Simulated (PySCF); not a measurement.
Harmonic spectrum computed at PBE0 in the def2-TZVP basis family (core potentials from Rb on, PySCF, no spin–orbit coupling):

```json
{"symmetry": "b1", "ω (cm⁻¹)": "130", "IR (km/mol)": "9.2"}
{"symmetry": "b2", "ω (cm⁻¹)": "159", "IR (km/mol)": "2.3"}
{"symmetry": "a1", "ω (cm⁻¹)": "302", "IR (km/mol)": "0.0"}
{"symmetry": "a1", "ω (cm⁻¹)": "439", "IR (km/mol)": "44.0"}
{"symmetry": "b2", "ω (cm⁻¹)": "998", "IR (km/mol)": "278"}
{"symmetry": "a1", "ω (cm⁻¹)": "1059", "IR (km/mol)": "51.0"}
```

Question: Which molecule gave it? In each, all ligands are bound to the one heavy central atom.
A. TaO₂Cl (singlet)
B. WO₂Cl (doublet)
C. RuO₂Cl (doublet)
D. CoO₂Cl (triplet)

Answer: C. It has C2v symmetry with Ru–Cl 2.188 Å, Ru–O 1.646 Å (×2).
